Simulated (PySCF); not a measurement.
**J couplings in furan-2,5-dicarbaldehyde**

Geometry:
```tsv
atom	x (Å)	y (Å)	z (Å)
O1	3.415	-0.412	0.194
C2	2.340	-0.928	0.033
C3	1.070	-0.218	0.045
C4	0.788	1.124	0.233
C5	-0.602	1.246	0.147
C6	-1.088	-0.029	-0.089
C7	-2.453	-0.501	-0.266
O8	-3.428	0.203	-0.234
O9	-0.070	-0.908	-0.149
H10	2.226	-2.014	-0.142
H11	1.509	1.896	0.408
H12	-1.196	2.132	0.240
H13	-2.517	-1.592	-0.437
```

Indirect spin–spin couplings were computed at B3LYP/pcJ-1 (without the spin–dipole term) (PySCF) on a GFN2-xTB structure, for the isolated molecule, without vibrational or relativistic corrections. Couplings are averaged over pairs made equivalent by symmetry, fast rotation or ring inversion, so a value needn't be that of the named pair in this geometry, while other rotamers aren't included; one pair stands for each set, and the list holds those of at least 1.5 Hz over up to four bonds, among pairs with at least one H atom (others weren't computed).

Isotopes: ¹³C, ¹H, ¹⁷O. Couplings to quadrupolar nuclei such as 17O and 33S are rarely resolved in practice.

```tsv
pair	bonds	J (Hz)
C2, H10	1	180.9
C4, H11	1	189.6
O1, H10	2	?
C3, H10	2	22.2
C3, H11	2	10.2
C4, H12	2	4.3
C3, H12	3	7.9
C4, H10	3	?
O9, H11	3	?
H11, H12	3	4.7
```

Question: Estimate the withheld couplings, with signs.

Answer: 
- ²J(O1,H10) = -4.2 Hz (angle at C2 122°)
- ³J(C4,H10) = 4.0 Hz (dihedral angle 180°)
- ³J(O9,H11) = -2.4 Hz (dihedral angle 180°)
